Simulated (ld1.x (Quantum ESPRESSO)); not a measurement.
# An all-electron radial function and its pseudo partner (nitrogen)

Columns: radius, all-electron u(r) and pseudo u(r) of the 2s shell (level -40.26 eV) of nitrogen in the configuration [He] 2s2 2p1.5; LDA (PZ), scalar-relativistic, ultrasoft scheme, ld1.x (Quantum ESPRESSO) 7.5.

```tsv
r (bohr)	all-electron	pseudo
0.055	0.3266	-0.0948
0.110	0.4227	-0.1885
0.165	0.3851	-0.2799
0.220	0.2739	-0.3679
0.275	0.1268	-0.4515
0.330	-0.0329	-0.5299
0.385	-0.1907	-0.6024
0.440	-0.3382	-0.6684
0.495	-0.4705	-0.7274
0.550	-0.5856	-0.7793
0.605	-0.6827	-0.8239
0.660	-0.7623	-0.8612
0.715	-0.8254	-0.8914
0.770	-0.8731	-0.9146
0.825	-0.9071	-0.9312
0.880	-0.9289	-0.9413
0.935	-0.9400	-0.9454
0.990	-0.9420	-0.9438
1.045	-0.9363	-0.9365
1.100	-0.9240	-0.9240
1.155	-0.9063	-0.9063
1.210	-0.8843	-0.8843
1.265	-0.8588	-0.8588
1.320	-0.8306	-0.8306
1.375	-0.8005	-0.8005
1.430	-0.7689	-0.7689
```

Question: How many radial nodes do the two functions have?

Answer: The all-electron 2s function has n − l − 1 = 1; the pseudo-wave has 0, since the states of the same l below it are removed with the core.

Question: At about which radius was the pseudo-wave matched?

Answer: 1.10 bohr. The columns agree to 0.0005 from 1.04 bohr on; several derivatives are matched, so the curves merge somewhat inside the radius.

Question: Is the pseudo-wave norm-conserving?

Answer: No, it belongs to an ultrasoft set: the norm inside the radius is not constrained, and the difference is carried by the augmentation charge.
